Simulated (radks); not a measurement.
Question: The mean radii <r> (bohr) of the occupied orbitals of an atom or ion are listed with their occupations. All-electron calculation, Dirac Kohn-Sham, PBE, spin-unpolarised, spherical densities, point nucleus. Program: a radial shooting solver on a logarithmic mesh with Libxc functionals.

orbital  occ.      <r>
1s1/2       2  0.03261
2s1/2       2   0.1391
2p1/2       2   0.1180
2p3/2       4   0.1226
3s1/2       2   0.3381

Name the element and its charge. Open shells, if any, fill j = l - 1/2 first.

Answer: Z = 45, rhodium, charge +33: Rh33+ in [Ne] 3s2. The 1s radius gives Z: for a bare nucleus <r> = (2 gamma + 1)/(2Z) with gamma = sqrt(1 - (Z/c)^2), 0.0321 bohr for Z = 45, and screening makes it slightly larger (0.03261 here). The occupations add up to 12, and the charge is Z minus that.
